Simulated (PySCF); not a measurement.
A GIAO shielding run with PySCF 2.14.0 with density-fitted response routines (density fitting, non-relativistic, gas phase) on SMILES N#Cc1cccn1[SiH3], C$_{5}$H$_{6}$N$_{2}$Si:

```
$ OMP_NUM_THREADS=1 python probes_run.py task.json out

{"job": {"kind": "nmr", "xc": "PBE0", "basis": "pcSseg-1"}, "charge": 0, "multiplicity": 1}
N     -1.245869     2.820976     0.927682
C     -0.562606     1.949633     0.618873
C      0.277277     0.899411     0.245511
C      1.652869     0.888758     0.141062
C      2.014822    -0.405172    -0.270163
C      0.857655    -1.123646    -0.398916
N     -0.213454    -0.344812    -0.088692
Si    -1.917070    -0.785372    -0.093765
H      2.308237     1.714394     0.338444
H      3.010273    -0.760623    -0.449263
H      0.715771    -2.144938    -0.692597
H     -2.582966     0.085145    -1.057763
H     -2.409633    -0.610189     1.269002
H     -1.905984    -2.184038    -0.511581
```

Hardware: 1 thread of an Intel Xeon Platinum 8375C, shared host. The job also computes population analyses, field gradients, ring-centre shieldings.

(1) How large is the calculation?

(2) How long does it take, and how much memory does it need?

Answers

(1) 64 electrons, 173 basis functions and 908 auxiliary functions.

(2) 29 s of wall time, with 14 SCF cycles and 5 response iterations; peak memory 0.74 GiB. Times on a shared host scatter by some tens of per cent.
